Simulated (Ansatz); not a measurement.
Species: CH10Si3, SMILES `[SiH3]C([SiH3])[SiH3]` (charge 0, multiplicity 1).

Give a relaxed geometry from B3LYP-D3(BJ)/def2-TZVP (Ansatz, a program for electronic structure).

the end point of this relaxation (outside a Z-matrix the atoms follow the SMILES, hydrogens last).
Cartesian coordinates (Å) in one orientation:
```xyz
14

Si     1.794    -0.088    -0.128
C     -0.050     0.002    -0.481
Si    -0.812     1.601     0.149
Si    -0.965    -1.513     0.150
H      2.375    -1.323    -0.708
H      2.494     1.083    -0.708
H      2.023    -0.099     1.336
H     -0.163     0.008    -1.572
H     -2.247     1.673    -0.215
H     -0.115     2.774    -0.430
H     -0.695     1.661     1.625
H     -2.400    -1.445    -0.215
H     -0.386    -2.749    -0.429
H     -0.854    -1.585     1.626
```
